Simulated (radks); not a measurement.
Results of a calculation; reference values are marked as such.
Question: All-electron atom: Ar11+ in [He] 2s2 2p3. Level of theory: non-relativistic Kohn-Sham, LB94 model potential, spin-polarised, spherical densities, point nucleus; open shells are filled with parallel spins first (a radial shooting solver on a logarithmic mesh with Libxc functionals). Some entries of the table are withheld. Estimate them.

orbital  occ.  eigenvalue (hartree)  <r^2> (bohr^2)  r(max) (bohr)
1s down     1             -131.9711             (1)        0.05654
1s up       1             -131.7897             (2)        0.05651
2s up       1             -24.29739          0.1743         0.3254
2s down     1             -23.59866          0.1780         0.3274
2p up       3             -22.41371          0.1385         0.2615
2p down     0             -21.76035          0.1405         0.2603

Answer: 
(1) 1s down <r^2> (bohr^2): 0.009813
(2) 1s up <r^2> (bohr^2): 0.009848
